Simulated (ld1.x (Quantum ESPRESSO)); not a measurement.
# Ba, TM: configuration errors across variants

ld1.x (Quantum ESPRESSO) 7.5 input, shortened:

```
&input
   title='Ba', zed=56., rel=0, dft='PBESOL', iswitch=3,
   config='[Xe] 5d0 6s1 6p1'
 /
 &inputp
   pseudotype=2, tm=.true., lloc=2,
   nlcc=.true., rcore=2.95
 /
3
6S  1  0   1.00   0.00  3.10  3.10  0.0
6P  2  1   1.00   0.00  4.15  4.15  0.0
5D  3  2   0.00   0.00  2.95  2.95  0.0
 &test
   configts(1)='5d0 6s1 6p1'
 /
```

All-electron excitation energies from the reference (eV): (1) 5d0 6s2 6p0 -1.824; (2) 5d0 6s1 6p0 3.387; (3) 5d0 6s1.5 6p0 0.256; (4) 5d1 6s0 6p0 3.304; (5) 5d1 6s1 6p0 -1.074.

Tests that are not counted but printed errors over 1 eV. “base”: 5d0 6s0 6p1 (solver errors, printed error -1.8 eV); 5d0 6s0 6p2 (solver errors, printed error -6.9 eV). “wave 6s (bound): rc 3.10 bohr becomes 6s (bound): rc 2.42 bohr”: 5d1 6s1 6p0 (solver errors, printed error -6.9 eV); 5d0 6s0 6p2 (solver errors, printed error -6.3 eV); 1 more. “wave 6s (bound): rc 3.10 bohr becomes 6s (bound): rc 2.76 bohr”: 5d0 6s0 6p1 (solver errors, printed error -1.8 eV); 5d0 6s0 6p2 (solver errors, printed error -6.9 eV). “wave 6s (bound): rc 3.10 bohr becomes 6s (bound): rc 3.08 bohr”: 5d0 6s0 6p1 (solver errors, printed error -1.8 eV); 5d0 6s0 6p2 (solver errors, printed error -6.9 eV). “wave 6s (bound): rc 3.10 bohr becomes 6s (bound): rc 3.34 bohr”: 5d0 6s0 6p2 (solver errors, printed error -6.6 eV).

1 further variants failed, have other tests or too few solved ones, and are left out.

A true bound ghost makes a file unfit for plane-wave use even where its test errors are small: the radial tests pick states by their node count and pass the ghost by. Where a test does run into it, the solver fails or the error is huge.

Errors AE − PS in meV (a dash: test not solved or not reliable):

| change | (1) | (2) | (3) | (4) | (5) | bound ghosts |
| --- | --- | --- | --- | --- | --- | --- |
| base | -11 | -2.2 | -3.6 | -70 | -97 | s, p |
| wave 6s (bound): rc 3.10 bohr becomes 6s (bound): rc 2.42 bohr | -2.7 | – | +2.1 | -2.5 | – | s, p |
| wave 6s (bound): rc 3.10 bohr becomes 6s (bound): rc 2.76 bohr | -18 | -3.1 | -5.1 | -55 | -104 | s, p |
| wave 6s (bound): rc 3.10 bohr becomes 6s (bound): rc 3.08 bohr | -11 | -2.2 | -3.6 | -70 | -97 | s, p |
| wave 6s (bound): rc 3.10 bohr becomes 6s (bound): rc 3.34 bohr | -7.9 | -1.2 | -2.9 | -82 | -92 | s, p |
| wave 6s (bound): rc 3.10 bohr becomes 6s (bound): rc 3.68 bohr | -6.2 | -0.6 | -2.5 | -93 | -90 | s, p |
| wave 6s (bound): rc 3.10 bohr becomes 6s (bound): rc 4.26 bohr | -5.9 | -0.5 | -2.4 | -96 | -89 | s, p |
| wave 6s (bound): rc 3.10 bohr becomes 6s (bound): rc 4.60 bohr | -6.8 | -0.5 | -2.8 | -93 | -89 | s, p |

Problem. Give the same row for: wave 6s (bound): rc 3.10 bohr becomes 6s (bound): rc 4.02 bohr.

Solution. -5.7, -0.5, -2.3, -97, -89; bound ghosts: s, p. Not counted: 5d0 6s0 6p1 (solver errors, printed error -1.8 eV); 5d0 6s0 6p2 (solver errors, printed error -8.2 eV).
